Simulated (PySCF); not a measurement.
PySCF job for Al(F)(GeH3)(Me) (CH₆AlFGe), SMILES [CH3][Al]([F])[GeH3], PBE0-D3(BJ)/def2-SVP. Geometry optimised at PBE0-D3(BJ)/def2-SVP. The structure was generated by enumeration; whether it is a known compound was not checked.

```python
import numpy as np
from pyscf import gto, scf, dft, df
from pyscf.hessian import thermo

mol = gto.M(
    atom='''
    Al    0.31827046    0.54573361   -0.85574655
    F     1.96027847    0.53987796   -1.18310575
    Ge   -0.37658159   -0.72177894    1.14375019
    H    -0.37532741   -2.24248363    0.87455405
    H     0.55508089   -0.48194684    2.34893809
    H    -1.80838348   -0.35242594    1.58754590
    C    -0.82561409    1.51443221   -2.09245792
    H    -1.86474451    1.59917834   -1.73862062
    H    -0.84473400    1.00400454   -3.07093116
    H    -0.43761821    2.53056759   -2.27408768
    ''',
    basis='def2-SVP',
    charge=0,
    spin=0,
    max_memory=1600,
    verbose=3,
)
mf = dft.RKS(mol, xc='pbe0').density_fit(auxbasis='def2-universal-jkfit')
mf.disp = 'd3bj'
mf.grids.level = 3
mf.conv_tol = 1e-11
mf.max_cycle = 100
mf.kernel()

# [left out here: the lines that compute and print the analytic Hessian (its translational invariance restored by hand, since the grid's response is missing), thermochemistry and intensities]
```

Log of the run:

```
converged SCF energy = -2460.10665973459

WARN: DFTD3 does not support analytical Hessian, using finite difference


WARN: Mole.unit (angstrom) is changed to Bohr

Mode                                 0                   1                   2
Irrep
Freq [cm^-1]                      -22.7059            -15.1544            110.9277
Reduced mass [au]                   1.0198              1.0802              3.7299
Force const [Dyne/A]               -0.0003             -0.0001              0.0270
Char temp [K]                     -32.6687            -21.8038            159.6003
Normal mode                   x     y     z       x     y     z       x     y     z
       0  Al                -0.00 -0.01 -0.01   -0.01 -0.01 -0.01   -0.08  0.02 -0.01
       1   F                -0.00  0.01 -0.00   -0.01 -0.04 -0.02   -0.07 -0.04  0.07
       2  Ge                 0.00  0.00  0.00    0.00  0.00  0.00    0.03 -0.01  0.01
       3   H                -0.32  0.02 -0.10    0.44 -0.02  0.16    0.07 -0.00 -0.03
       4   H                 0.18 -0.25 -0.08   -0.24  0.37  0.12    0.15  0.00 -0.09
       5   H                 0.11  0.24  0.18   -0.15 -0.31 -0.24    0.06 -0.08  0.17
       6   C                 0.00 -0.02 -0.01    0.01  0.04  0.02    0.07  0.07 -0.12
       7   H                -0.10 -0.39 -0.22   -0.05 -0.19 -0.12    0.04  0.17 -0.23
       8   H                 0.38  0.26 -0.16    0.25  0.25 -0.10    0.12  0.04 -0.10
       9   H                -0.24  0.15  0.37   -0.13  0.15  0.29    0.18  0.03 -0.11
Mode                                 3                   4                   5
Irrep
Freq [cm^-1]                      171.8589            179.4625            314.5681
Reduced mass [au]                   5.8951              3.7668              6.7878
Force const [Dyne/A]                0.1026              0.0715              0.3957
Char temp [K]                     247.2667            258.2066            452.5935
Normal mode                   x     y     z       x     y     z       x     y     z
       0  Al                 0.01 -0.02 -0.00    0.02  0.12  0.08   -0.04 -0.07  0.10
       1   F                -0.01  0.10 -0.13   -0.01 -0.06 -0.07   -0.07  0.02 -0.01
       2  Ge                -0.02 -0.03  0.04   -0.00 -0.01  0.00    0.02  0.03 -0.04
       3   H                -0.05 -0.03  0.08    0.06  0.03 -0.22   -0.02  0.03 -0.04
       4   H                -0.04 -0.00  0.06   -0.07 -0.15  0.08   -0.03 -0.00 -0.00
       5   H                -0.02  0.03 -0.01   -0.04 -0.13 -0.02    0.01  0.05 -0.10
       6   C                 0.09  0.03 -0.04    0.01 -0.06 -0.04    0.07 -0.05  0.07
       7   H                 0.07  0.14 -0.14   -0.03 -0.13 -0.15    0.03  0.05 -0.06
       8   H                 0.13  0.02 -0.04    0.15 -0.19  0.02    0.15 -0.06  0.07
       9   H                 0.22 -0.01 -0.02   -0.10 -0.04 -0.14    0.19 -0.10  0.09
Mode                                 6                   7                   8
Irrep
Freq [cm^-1]                      391.2606            417.7193            619.0867
Reduced mass [au]                   1.1265              1.1340              1.3394
Force const [Dyne/A]                0.1016              0.1166              0.3024
Char temp [K]                     562.9369            601.0050            890.7279
Normal mode                   x     y     z       x     y     z       x     y     z
       0  Al                -0.00 -0.04 -0.03   -0.02  0.01 -0.01   -0.01 -0.03 -0.04
       1   F                 0.00  0.01  0.01   -0.01 -0.02  0.02   -0.01  0.01  0.01
       2  Ge                 0.00  0.02  0.02    0.03 -0.01  0.01    0.00  0.00  0.00
       3   H                 0.12  0.11 -0.62   -0.35 -0.02  0.09    0.00  0.02 -0.09
       4   H                -0.14 -0.46  0.21   -0.40 -0.11  0.34   -0.02 -0.10  0.03
       5   H                -0.11 -0.34 -0.07   -0.07  0.37 -0.55   -0.03 -0.07 -0.04
       6   C                -0.01 -0.01 -0.01   -0.03  0.02 -0.03    0.04  0.09  0.08
       7   H                 0.02  0.07  0.06   -0.04  0.06 -0.07   -0.06 -0.20 -0.14
       8   H                -0.10  0.13 -0.08    0.00  0.02 -0.03    0.32 -0.43  0.32
       9   H                 0.09 -0.02  0.11    0.01  0.01 -0.02   -0.28  0.10 -0.40
Mode                                 9                  10                  11
Irrep
Freq [cm^-1]                      646.9339            684.1529            793.5601
Reduced mass [au]                   3.3549              1.5284              1.0697
Force const [Dyne/A]                0.8273              0.4215              0.3969
Char temp [K]                     930.7938            984.3436           1141.7563
Normal mode                   x     y     z       x     y     z       x     y     z
       0  Al                 0.02 -0.06  0.08    0.01 -0.04  0.06    0.02 -0.01  0.01
       1   F                 0.07  0.00 -0.01   -0.03  0.01 -0.01   -0.02  0.00  0.00
       2  Ge                -0.00  0.00 -0.00    0.00  0.00 -0.00    0.01  0.01 -0.02
       3   H                 0.06  0.01 -0.04   -0.01  0.02 -0.06   -0.15 -0.11  0.53
       4   H                 0.05  0.01 -0.05    0.01  0.04 -0.02   -0.29 -0.36  0.31
       5   H                 0.01 -0.00  0.00   -0.00  0.05 -0.07    0.03 -0.36  0.43
       6   C                -0.14  0.09 -0.07    0.06  0.06 -0.10   -0.01  0.01 -0.02
       7   H                -0.22  0.21 -0.35    0.18 -0.29  0.37    0.00 -0.01  0.01
       8   H                 0.05  0.01 -0.04   -0.32  0.08 -0.10   -0.03  0.01 -0.02
       9   H                -0.03  0.04 -0.15   -0.40  0.22 -0.18   -0.03  0.02 -0.03
Mode                                12                  13                  14
Irrep
Freq [cm^-1]                      858.9160            888.2333            889.8218
Reduced mass [au]                   5.8105              1.0460              1.0751
Force const [Dyne/A]                2.5256              0.4862              0.5016
Char temp [K]                    1235.7888           1277.9699           1280.2555
Normal mode                   x     y     z       x     y     z       x     y     z
       0  Al                 0.12 -0.01 -0.02   -0.02  0.01  0.01   -0.03  0.00  0.00
       1   F                -0.15 -0.00  0.03    0.02 -0.00 -0.01    0.03  0.00 -0.01
       2  Ge                -0.01 -0.00  0.00   -0.00  0.01  0.00   -0.01 -0.00 -0.01
       3   H                 0.22 -0.00  0.02    0.09 -0.08  0.39    0.65 -0.01  0.09
       4   H                 0.11 -0.11 -0.06    0.43 -0.49 -0.24   -0.12 -0.32  0.17
       5   H                 0.02  0.14 -0.09   -0.19 -0.17 -0.49    0.19  0.54  0.15
       6   C                -0.03  0.01 -0.01    0.01 -0.01 -0.00    0.01 -0.00  0.00
       7   H                -0.06  0.08 -0.11    0.02 -0.02  0.03    0.02 -0.03  0.04
       8   H                 0.02  0.03 -0.02   -0.02  0.01 -0.01   -0.01 -0.01  0.01
       9   H                 0.03 -0.01 -0.02   -0.00  0.00  0.02   -0.02  0.01 -0.00
Mode                                15                  16                  17
Irrep
Freq [cm^-1]                     1209.1017           1414.5372           1420.2064
Reduced mass [au]                   1.2513              1.0507              1.0542
Force const [Dyne/A]                1.0778              1.2387              1.2528
Char temp [K]                    1739.6281           2035.2041           2043.3608
Normal mode                   x     y     z       x     y     z       x     y     z
       0  Al                -0.01  0.00 -0.00   -0.00 -0.00  0.00   -0.00 -0.00 -0.00
       1   F                 0.00 -0.00 -0.00    0.00  0.00 -0.00    0.00  0.00  0.00
       2  Ge                 0.00 -0.00  0.00    0.00 -0.00 -0.00    0.00  0.00  0.00
       3   H                -0.00 -0.00  0.01    0.00  0.00  0.00    0.00  0.00 -0.00
       4   H                -0.01 -0.00  0.00   -0.00 -0.00  0.00   -0.00 -0.00  0.00
       5   H                 0.00 -0.00  0.00   -0.00  0.00 -0.00    0.00 -0.00  0.00
       6   C                 0.07 -0.07  0.09   -0.05 -0.01  0.03   -0.01 -0.05 -0.03
       7   H                -0.09  0.25 -0.43    0.05 -0.15  0.33    0.16  0.63  0.31
       8   H                -0.29  0.39 -0.16    0.41  0.45 -0.22    0.44 -0.06 -0.02
       9   H                -0.38  0.05 -0.34    0.21 -0.20 -0.56   -0.44  0.14  0.10
Mode                                18                  19                  20
Irrep
Freq [cm^-1]                     2128.1133           2134.0496           2141.7226
Reduced mass [au]                   1.0160              1.0219              1.0227
Force const [Dyne/A]                2.7109              2.7420              2.7640
Char temp [K]                    3061.8812           3070.4223           3081.4620
Normal mode                   x     y     z       x     y     z       x     y     z
       0  Al                -0.00  0.00  0.00   -0.00  0.00 -0.00   -0.00 -0.00 -0.00
       1   F                 0.00  0.00 -0.00   -0.00 -0.00  0.00    0.00  0.00  0.00
       2  Ge                 0.00  0.01 -0.00   -0.01  0.01  0.01   -0.01 -0.00 -0.01
       3   H                 0.01 -0.89 -0.17   -0.02 -0.39 -0.06   -0.02  0.10  0.00
       4   H                 0.13  0.05  0.15   -0.15 -0.02 -0.16    0.57  0.15  0.74
       5   H                -0.33  0.11  0.10    0.82 -0.20 -0.25    0.25 -0.07 -0.10
       6   C                 0.00  0.00 -0.00    0.00 -0.00  0.00    0.00  0.00 -0.00
       7   H                 0.00 -0.00  0.00    0.00 -0.00  0.00    0.00 -0.00  0.00
       8   H                -0.00  0.00 -0.00    0.00  0.00 -0.00    0.00  0.00 -0.00
       9   H                -0.00 -0.00 -0.00    0.00 -0.00  0.00   -0.00  0.00 -0.00
Mode                                21                  22                  23
Irrep
Freq [cm^-1]                     3044.9429           3141.2008           3162.0043
Reduced mass [au]                   1.0366              1.0990              1.1022
Force const [Dyne/A]                5.6626              6.3890              6.4926
Char temp [K]                    4380.9949           4519.4886           4549.4202
Normal mode                   x     y     z       x     y     z       x     y     z
       0  Al                 0.00 -0.00  0.00   -0.00 -0.00 -0.00   -0.00 -0.00  0.00
       1   F                -0.00  0.00  0.00   -0.00  0.00  0.00    0.00  0.00 -0.00
       2  Ge                -0.00 -0.00 -0.00   -0.00 -0.00 -0.00   -0.00  0.00 -0.00
       3   H                 0.00  0.00 -0.00   -0.00 -0.00  0.00    0.00 -0.00  0.00
       4   H                 0.00  0.00 -0.00   -0.00  0.00 -0.00    0.00 -0.00 -0.00
       5   H                 0.00 -0.00 -0.00   -0.00  0.00  0.00    0.00 -0.00 -0.00
       6   C                -0.02  0.02 -0.04   -0.01 -0.07 -0.05   -0.07 -0.02  0.04
       7   H                 0.47 -0.03 -0.18   -0.17  0.00  0.05    0.75 -0.07 -0.25
       8   H                 0.00  0.30  0.55    0.01  0.31  0.62   -0.02 -0.11 -0.19
       9   H                -0.21 -0.52  0.08    0.22  0.57 -0.11    0.15  0.43 -0.07
temperature 298.1500 [K]
pressure 101325.00 [Pa]
Rotational constants [GHz] 5.57866 1.53020 1.22805
Symmetry number 1
Zero-point energy (ZPE) 0.06097 [Eh]   160074.583 [J/mol]
                           tot       elec      trans        rot        vib
Entropy [J/mol/K]       341.272      0.000    170.076    116.394     54.803
Cv [J/mol/K]             90.664      0.000     12.472     12.472     65.720
Cp [J/mol/K]             98.978      0.000     20.786     12.472     65.720
Internal energy [J/mol]                      3718.434   3718.434 169573.931
Internal energy [Eh]   -2460.03924  -2460.10666
Enthalpy [J/mol]                             6197.391   3718.434 169573.931
Enthalpy [Eh]          -2460.03830
Gibbs free energy [J/mol]                  -44510.806 -30984.320 153234.547
Gibbs free energy [Eh] -2460.07705
mode   freq/cm-1   IR/(km/mol)
   1      -22.71         0.015
   2      -15.15         0.057
   3      110.93         3.056
   4      171.86        15.192
   5      179.46        23.437
   6      314.57        14.999
   7      391.26         3.272
   8      417.72         7.496
   9      619.09        30.827
  10      646.93        46.116
  11      684.15       132.334
  12      793.56       153.169
  13      858.92        64.511
  14      888.23        44.584
  15      889.82        56.537
  16     1209.10        27.555
  17     1414.54         3.620
  18     1420.21         2.605
  19     2128.11        81.674
  20     2134.05       108.995
  21     2141.72       112.787
  22     3044.94         1.365
  23     3141.20         1.512
  24     3162.00         2.253
max |gradient| / (hartree/bohr): 0.00011256679110799506
APT charges: [ 1.2451 -0.6597  0.4871 -0.2242 -0.2299 -0.2315 -0.4657  0.0396  0.0222
  0.017 ]
```

The calculation finished and met its thresholds. The end point has an imaginary mode, so it is no minimum.

Cost: very roughly 110 core-seconds.
